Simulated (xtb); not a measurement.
HgI2, charge +1, quartet, geometry from GFN2-xTB of the parent state (such geometries of metal compounds can be far from the true shape) (a state made from the parent by changing its charge; the spin is typed, not shown lowest); GFN0-xTB in xtb.

The xtb input:
```
$ xtb mol.xyz --gfn 0 --chrg 1 --uhf 3 --json

# file mol.xyz
3

Hg     0.00000000     0.00000000     0.00000000
I      0.00000000     0.00000000     2.68280601
I     -0.00000000    -0.00000000    -2.68280601
```

What the program printed (banner, timings and long lists left out):

```
   ID    Z sym.   atoms
    1   80 Hg     1
    2   53 I      2, 3

           -------------------------------------------------
          |                Calculation Setup                |
           -------------------------------------------------

           -------------------------------------------------
          |                 G F N 0 - x T B                 |
           -------------------------------------------------

          ...................................................
          :                      SETUP                      :
          :.................................................:
          :  # basis functions                  24          :
          :  # atomic orbitals                  22          :
          :  # shells                            8          :
          :  # electrons                        15          :
          :  electronic temp.          300.0000000     K    :
          :  accuracy                    1.0000000          :
          :  -> integral cutoff          0.2500000E+02      :
          :  -> integral neglect         0.1000000E-07      :
          ...................................................

         :::::::::::::::::::::::::::::::::::::::::::::::::::::
         ::                     SUMMARY                     ::
         :::::::::::::::::::::::::::::::::::::::::::::::::::::
         :: total energy              -5.890041731686 Eh    ::
         :: gradient norm              0.105944074355 Eh/a0 ::
         :: HOMO-LUMO gap              5.382169716258 eV    ::
         ::.................................................::
         :: H0 energy                 -7.437141935872 Eh    ::
         :: repulsion energy           0.014545928201 Eh    ::
         :: electrostat energy         1.533219844185 Eh    ::
         :: -> Gsolv                   0.000000000000 Eh    ::
         ::    -> Gsasa                0.000000000000 Eh    ::
         ::    -> Gshift               0.000000000000 Eh    ::
         :: dispersion energy         -0.000665568200 Eh    ::
         :: short-range corr.          0.000000000000 Eh    ::
         :: add. restraining           0.000000000000 Eh    ::
         :: total charge               1.000000000000 e     ::
         :::::::::::::::::::::::::::::::::::::::::::::::::::::

           -------------------------------------------------
          |                Property Printout                |
[...]
        11                         -0.0977369              -2.6596
        12                         -0.0504975              -1.3741
        13                         -0.0504975              -1.3741
        14                         -0.0501534              -1.3647
        15                         -0.0501534              -1.3647
        16                         -0.0484701              -1.3189
        17                         -0.0484701              -1.3189
        18                         -0.0457119              -1.2439
        19                          0.1445400               3.9331
        20                          0.1445400               3.9331
       ...                                ...                  ...
        22                          2.3443373              63.7927
      -------------------------------------------------------------
                  HL-Gap            0.1977911 Eh            5.3822 eV
             Fermi-level            0.0000000 Eh            0.0000 eV

     #   Z          covCN         q      C6AA      α(0)
     1  80 Hg       1.763     0.449   252.984    27.732
     2  53 I        0.882     0.276   350.883    32.357
     3  53 I        0.882     0.276   350.883    32.357

 Mol. C6AA /au·bohr⁶  :       2846.243279
 Mol. C8AA /au·bohr⁸  :     268547.225990
 Mol. α(0) /au        :         92.445892

Wiberg/Mayer (AO) data.
largest (>0.10) Wiberg bond orders for each atom

 ---------------------------------------------------------------------------
     #   Z sym  total        # sym  WBO       # sym  WBO       # sym  WBO
 ---------------------------------------------------------------------------
     1  80 Hg   1.625 --     3 I    0.812     2 I    0.812
     2  53 I    0.812 --     1 Hg   0.812
     3  53 I    0.812 --     1 Hg   0.812
 ---------------------------------------------------------------------------

Topologies differ in total number of bonds
Writing topology from bond orders to xtbtopo.mol

 dipole moment from electron density (au)
     X       Y       Z
  -0.0000   0.0000   0.0000  total (Debye):    0.000

           -------------------------------------------------
          | TOTAL ENERGY               -5.890041731686 Eh   |
          | GRADIENT NORM               0.105944074355 Eh/α |
          | HOMO-LUMO GAP               5.382169716258 eV   |
           -------------------------------------------------

normal termination of xtb
```
